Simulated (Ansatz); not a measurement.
Input file for Ansatz (an electronic-structure program): R-PBE/def2-TZVPPD on H2O (SMILES O). The basis file is the Basis Set Exchange's JSON of that set.

Ansatz 0.2 input:
```yaml
crystal:
  periodic: [false, false, false]
  atoms:
    - {symbol: O, position_ang: [-0.00000000, 0.00000000, 0.38961139]}
    - {symbol: H, position_ang: [0.00000000, 0.76498632, -0.19485569]}
    - {symbol: H, position_ang: [0.00000000, -0.76498632, -0.19485569]}
basis:
  gaussian:
    orbitals: def2-TZVPPD.json
hamiltonian:
  xc: {name: PBE}
scf: {lower_state_search: off}
```

Task: Give the final energy of this run.

Result: -76.3836 hartree.
